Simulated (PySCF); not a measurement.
C₃H₆FNSi, SMILES F[C@@H]1CN=C[SiH2]1.

Geometry: TPSSh-D3(BJ)/def2-SVP. The structure was generated by enumeration; whether it is a known compound was not checked. The values are those of a single conformer.

Method: TDA-LC-ωPBE/def2-SVPD in PySCF.

Vertical excitations. The molecule is in vacuum.

| state | energy (eV) | λ (nm) | f | main pairs |
|---|---|---|---|---|
| S1 | 4.48 | 277 | 0.000 | HOMO→LUMO 93 % |
| S2 | 7.19 | 172 | 0.001 | HOMO−1→LUMO 80 % |
| S3 | 7.50 | 165 | 0.022 | HOMO→LUMO+2 40 %, HOMO−2→LUMO 23 %, HOMO→LUMO+1 18 % |
| S4 | 7.61 | 163 | 0.008 | HOMO→LUMO+1 46 %, HOMO→LUMO+3 25 %, HOMO→LUMO+2 10 % |
| S5 | 7.80 | 159 | 0.056 | HOMO→LUMO+4 42 %, HOMO→LUMO+2 15 %, HOMO−1→LUMO 7 %, HOMO−2→LUMO 7 % |
| S6 | 7.89 | 157 | 0.163 | HOMO−2→LUMO 50 %, HOMO→LUMO+1 18 % |
| S7 | 8.09 | 153 | 0.006 | HOMO−3→LUMO 64 %, HOMO−5→LUMO 17 % |
| S8 | 8.41 | 147 | 0.110 | HOMO−1→LUMO+2 36 %, HOMO−1→LUMO+1 16 %, HOMO−1→LUMO+4 13 %, HOMO−1→LUMO+3 8 % |
| S9 | 8.69 | 143 | 0.037 | HOMO−1→LUMO+4 18 %, HOMO−2→LUMO+2 14 %, HOMO−2→LUMO+1 13 %, HOMO−4→LUMO+2 9 % |
| S10 | 8.78 | 141 | 0.028 | HOMO→LUMO+5 35 %, HOMO→LUMO+2 11 %, HOMO→LUMO+3 10 %, HOMO→LUMO+6 7 % |
| T1 | 3.50 | 355 | 0 | HOMO→LUMO 91 % |
| T2 | 4.43 | 280 | 0 | HOMO−2→LUMO 79 % |
| T3 | 6.75 | 184 | 0 | HOMO−1→LUMO 54 %, HOMO−1→LUMO+4 11 % |
| T4 | 6.97 | 178 | 0 | HOMO→LUMO+1 34 %, HOMO→LUMO+2 32 %, HOMO−1→LUMO 9 % |
Triplets are in the Tamm–Dancoff approximation.
